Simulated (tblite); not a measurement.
Record of a relaxation.

C4H8BClO.
Bonds: Cl1–B2, B2–C3, C3–C4, C4–C5, C5–C6, C6–O7, B2–O7. Hydrogens: H8, H9 on C3; H10, H11 on C4; H12, H13 on C5; H14, H15 on C6.

Computed with GFN2-xTB (tblite), gas phase: L-BFGS steps from a force-field or distance-geometry start until the largest atomic force falls under 0.01 eV/Å. 6 of its 67 geometries are shown.

Step 0: E = -613.3158 eV, largest atomic force 2.714 eV/Å
```
atom  x, y, z in Å  |  force x, y, z in eV/Å
Cl1    -0.055    3.172    0.216   -0.067  -1.499   0.848
B2     -0.161    1.430    0.786    2.177  -0.224  -0.184
C3     -1.350    0.488    0.333   -0.655   0.894   0.218
C4     -0.821   -0.535   -0.680   -0.055  -0.973   0.060
C5      0.497   -1.181   -0.184   -0.219  -0.051  -0.388
C6      1.522   -0.087    0.171    0.446  -0.805  -0.167
O7      1.067    0.732    1.233   -1.785   1.745  -1.065
H8     -1.770   -0.021    1.224    0.121   0.117  -0.553
H9     -2.155    1.096   -0.141    0.296  -0.590   0.361
H10    -0.652   -0.049   -1.648    0.010  -0.061   0.241
H11    -1.584   -1.340   -0.826    0.494   0.555   0.015
H12     0.907   -1.827   -0.996   -0.206   0.389   0.593
H13     0.297   -1.814    0.709    0.156   0.471  -0.534
H14     1.798    0.523   -0.725   -0.370  -0.249   0.444
H15     2.458   -0.579    0.506   -0.344   0.281   0.111
```

Step 13: E = -614.2920 eV, largest atomic force 0.444 eV/Å
```
atom  x, y, z in Å  |  force x, y, z in eV/Å
Cl1    -0.294    3.231    0.960   -0.112  -0.211   0.078
B2     -0.119    1.532    0.627    0.257  -0.349  -0.097
C3     -1.324    0.526    0.292   -0.089  -0.105  -0.076
C4     -0.819   -0.539   -0.687    0.174  -0.230  -0.217
C5      0.458   -1.180   -0.150   -0.020  -0.195  -0.031
C6      1.556   -0.156    0.089    0.060   0.201  -0.051
O7      1.150    1.102    0.589   -0.332   0.200   0.141
H8     -1.675   -0.001    1.177    0.067   0.074   0.288
H9     -2.207    0.995   -0.127   -0.087   0.280  -0.082
H10    -0.607   -0.078   -1.648    0.071   0.156  -0.153
H11    -1.554   -1.330   -0.880   -0.037   0.199   0.205
H12     0.875   -1.867   -0.887   -0.157  -0.225   0.016
H13     0.228   -1.746    0.750   -0.006   0.049   0.170
H14     1.992    0.066   -0.886    0.343   0.062  -0.116
H15     2.336   -0.548    0.757   -0.130   0.094  -0.074
```

Step 26: E = -614.3800 eV, largest atomic force 0.089 eV/Å
```
atom  x, y, z in Å  |  force x, y, z in eV/Å
Cl1    -0.373    3.138    1.122    0.014  -0.012   0.042
B2     -0.115    1.501    0.608    0.015  -0.045  -0.025
C3     -1.324    0.517    0.268   -0.014   0.004  -0.013
C4     -0.816   -0.548   -0.713   -0.029   0.057  -0.008
C5      0.460   -1.178   -0.153   -0.034   0.040  -0.003
C6      1.578   -0.146    0.031    0.010   0.049   0.030
O7      1.157    1.127    0.495   -0.038  -0.039  -0.044
H8     -1.664    0.027    1.186   -0.021  -0.004  -0.048
H9     -2.192    1.034   -0.142    0.032  -0.006  -0.008
H10    -0.605   -0.079   -1.676    0.046   0.008   0.000
H11    -1.573   -1.317   -0.884    0.051  -0.002   0.073
H12     0.817   -1.956   -0.829    0.036  -0.020   0.074
H13     0.231   -1.632    0.813   -0.018  -0.020  -0.013
H14     2.108    0.028   -0.913   -0.075   0.025  -0.017
H15     2.306   -0.507    0.766    0.023  -0.035  -0.040
```

Step 40: E = -614.4130 eV, largest atomic force 0.120 eV/Å
```
atom  x, y, z in Å  |  force x, y, z in eV/Å
Cl1    -0.360    3.030    1.369   -0.037  -0.022  -0.006
B2     -0.109    1.465    0.658   -0.051   0.032   0.059
C3     -1.323    0.533    0.203   -0.018   0.028  -0.005
C4     -0.792   -0.570   -0.722    0.024  -0.001   0.013
C5      0.459   -1.174   -0.086    0.005  -0.006   0.055
C6      1.573   -0.128   -0.026   -0.017  -0.100  -0.065
O7      1.164    1.104    0.539    0.031  -0.013   0.004
H8     -1.782    0.066    1.080    0.025   0.022   0.015
H9     -2.122    1.092   -0.281    0.005   0.031  -0.061
H10    -0.533   -0.146   -1.694   -0.019   0.015  -0.030
H11    -1.552   -1.336   -0.881    0.021  -0.038   0.013
H12     0.817   -2.043   -0.643   -0.021   0.098   0.004
H13     0.206   -1.494    0.926    0.059  -0.040   0.039
H14     1.930    0.085   -1.040    0.039   0.025  -0.013
H15     2.420   -0.477    0.575   -0.047  -0.031  -0.022
```

Step 53: E = -614.4197 eV, largest atomic force 0.064 eV/Å
```
atom  x, y, z in Å  |  force x, y, z in eV/Å
Cl1    -0.385    3.001    1.422    0.026  -0.006   0.007
B2     -0.107    1.459    0.675    0.038  -0.044   0.012
C3     -1.323    0.548    0.184   -0.004   0.003  -0.013
C4     -0.793   -0.582   -0.709   -0.006   0.003   0.010
C5      0.465   -1.175   -0.076   -0.008   0.016   0.001
C6      1.572   -0.128   -0.040    0.012   0.056   0.020
O7      1.168    1.090    0.567   -0.017   0.009  -0.024
H8     -1.825    0.117    1.056    0.014  -0.015  -0.017
H9     -2.085    1.122   -0.342    0.002   0.008  -0.023
H10    -0.537   -0.177   -1.692   -0.049  -0.040   0.008
H11    -1.549   -1.359   -0.845    0.012   0.029  -0.003
H12     0.816   -2.040   -0.639    0.004  -0.003   0.002
H13     0.241   -1.489    0.945   -0.016  -0.039   0.004
H14     1.903    0.111   -1.058   -0.004   0.005   0.007
H15     2.434   -0.490    0.529   -0.004   0.018   0.010
```

Step 66: E = -614.4222 eV, largest atomic force 0.009 eV/Å
```
atom  x, y, z in Å  |  force x, y, z in eV/Å
Cl1    -0.380    2.977    1.472    0.001  -0.004   0.001
B2     -0.105    1.453    0.687   -0.002   0.009   0.000
C3     -1.320    0.558    0.169   -0.002   0.002   0.000
C4     -0.797   -0.594   -0.701    0.002   0.000   0.000
C5      0.470   -1.173   -0.074    0.003  -0.002   0.001
C6      1.573   -0.119   -0.043    0.001  -0.004  -0.002
O7      1.170    1.091    0.575    0.004   0.001   0.002
H8     -1.857    0.146    1.028    0.001   0.001   0.000
H9     -2.053    1.145   -0.386   -0.005  -0.003   0.001
H10    -0.563   -0.220   -1.700    0.000  -0.003  -0.003
H11    -1.554   -1.373   -0.804   -0.001  -0.001   0.000
H12     0.826   -2.034   -0.642   -0.002   0.000   0.003
H13     0.253   -1.497    0.946    0.000   0.001  -0.003
H14     1.891    0.125   -1.064    0.002   0.004   0.003
H15     2.443   -0.478    0.516   -0.001  -0.002  -0.001
```

Task: Summarise the path.

Result: The energy falls by 25.51 kcal/mol from step 0 to step 66; nine tenths of that is first reached at step 14. It falls at every step. The largest force goes from 2.714 to 0.009 eV/Å. Among the bonds B2–O7 changes most, from 1.482 to 1.331 Å; the atoms move by 0.463 Å rms after alignment.

The cost below is that of the whole relaxation. On an Arm Neoverse N1 with one thread, no GPU (shared host), this took 0.67 s of wall time.
